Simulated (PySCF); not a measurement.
# Bond lengths and vibrations by method: B2H3O2 anion

These are calculations, not measurements. They come from PySCF 2.14.0, an open-source quantum chemistry program, on an isolated molecule that a program drew, which may never have been made. The molecule is B2H3O2 anion (charge -1, singlet), drawn as the SMILES string `O=B[BH2-]O`.

The geometry was optimised and harmonic frequencies were computed with HF and MP2, all in the aug-cc-pVDZ basis, for the commonest isotopes, with a restricted reference for singlets and an unrestricted one otherwise, and a frozen core in MP2. Each result is a local minimum of its method.

Geometry at the HF minimum:
```xyz
7
B2H3O2 anion, angstrom
O    -2.2036   -1.9680   -3.4827
B    -1.1904   -2.2969   -2.9063
B     0.2854   -2.8071   -2.0896
O     1.1101   -1.6540   -1.6128
H     0.8996   -3.5335   -2.8975
H    -0.0598   -3.4920   -1.1211
H     1.4858   -1.2027   -2.3467
```

Lengths of the bonds as drawn, in Å (atoms numbered as above):
```
bond,HF,MP2
O1-B2,1.211,1.245
B2-B3,1.762,1.746
B3-O4,1.496,1.531
B3-H5,1.248,1.246
B3-H6,1.235,1.235
O4-H7,0.940,0.965
```

Rotational constants, in GHz:
| constant | HF | MP2 |
|---|---|---|
| A | 30.16 | 28.86 |
| B | 3.618 | 3.586 |
| C | 3.345 | 3.301 |

Harmonic frequencies in cm^-1, each column in rising order, so a row needn't be the same motion in every method:
| rank | HF | MP2 |
|---|---|---|
| 1 | 175 | 155 |
| 2 | 243 | 223 |
| 3 | 320 | 294 |
| 4 | 494 | 474 |
| 5 | 645 | 630 |
| 6 | 807 | 744 |
| 7 | 919 | 843 |
| 8 | 982 | 919 |
| 9 | 1171 | 1088 |
| 10 | 1213 | 1131 |
| 11 | 1244 | 1171 |
| 12 | 1958 | ? |
| 13 | 2269 | 2302 |
| 14 | 2370 | 2390 |
| 15 | 4199 | 3854 |

**Estimate the missing MP2 frequency from the HF column.**

A single factor s that minimises the squared misfit of MP2 against s times HF over the other rows is sum(HF x MP2) / sum(HF^2) = 0.9492, with an rms misfit of 67 cm^-1. For rank 12 it gives 0.9492 x 1958 = 1859 cm^-1. The calculation gives 1782 cm^-1, 77 cm^-1 below the estimate. The drawn bonds are on average 1.1 % longer in MP2 than in HF.
